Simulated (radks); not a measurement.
Values are calculated unless marked as measured or tabulated.
Coulomb parameter of the 3d shell of the nickel ion Ni3+ in the model configuration [Ar] 3d5.5 4s1.5, as a second difference U = [E(n + 0.5) + E(n - 0.5) - 2 E(n)] / (0.5)^2 with all orbitals relaxed. "Bare": the charge of the atom changes with n. "Screened": the 4s shell takes up the change at fixed total charge, which measures U(3d,3d) + U(4s,4s) - 2 U(3d,4s). Code: a radial shooting solver on a logarithmic mesh with Libxc functionals. Model: scalar-relativistic Kohn-Sham, PBEsol, spin-unpolarised, spherical densities, point nucleus.

[
 {"case": "start", "configuration": "[Ar] 3d5.5 4s1.5", "E - E(n) (eV)": "0.000"},
 {"case": "bare +0.5", "configuration": "[Ar] 3d6 4s1.5", "E - E(n) (eV)": "-26.946"},
 {"case": "bare -0.5", "configuration": "[Ar] 3d5 4s1.5", "E - E(n) (eV)": "32.413"},
 {"case": "screened +0.5", "configuration": "[Ar] 3d6 4s1", "E - E(n) (eV)": "-10.129"},
 {"case": "screened -0.5", "configuration": "[Ar] 3d5 4s2", "E - E(n) (eV)": "11.586"}
]

U(bare) = 21.867 eV, U(screened by 4s) = 5.827 eV, against the Slater integral F0(3d,3d) = 30.048 eV with frozen orbitals.
